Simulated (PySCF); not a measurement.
Ta(NH)(F)2(OH) (F₂H₂NOTa), SMILES [OH][Ta]([F])([F])=[NH], multiplicity 1.

Geometry: B3LYP-D3(BJ)/def2-SVP. The multiplicity is an assumed one; no other spin state was optimised. The structure was generated by enumeration; whether it is a known compound was not checked. The def2 effective core potentials stand for the cores of Ta; spin–orbit coupling is left out. Other conformers were not sampled.

Calculation: B3LYP/def2-TZVP (PySCF).

Symmetry labels are those of the subgroup Cs that the program uses (full group Cs).

Computed valence orbital energies around the gap with their symmetry:
```json
[
 {"orbital": "HOMO−7", "symmetry": "A'", "energy (eV)": "-12.17"},
 {"orbital": "HOMO−6", "symmetry": "A\"", "energy (eV)": "-12.13"},
 {"orbital": "HOMO−5", "symmetry": "A'", "energy (eV)": "-11.54"},
 {"orbital": "HOMO−4", "symmetry": "A\"", "energy (eV)": "-11.51"},
 {"orbital": "HOMO−3", "symmetry": "A'", "energy (eV)": "-10.35"},
 {"orbital": "HOMO−2", "symmetry": "A\"", "energy (eV)": "-10.09"},
 {"orbital": "HOMO−1", "symmetry": "A'", "energy (eV)": "-8.02"},
 {"orbital": "HOMO", "symmetry": "A\"", "energy (eV)": "-7.94"},
 {"orbital": "LUMO", "symmetry": "A'", "energy (eV)": "-1.04"},
 {"orbital": "LUMO+1", "symmetry": "A\"", "energy (eV)": "-0.85"},
 {"orbital": "LUMO+2", "symmetry": "A'", "energy (eV)": "-0.71"},
 {"orbital": "LUMO+3", "symmetry": "A'", "energy (eV)": "-0.30"}
]
```
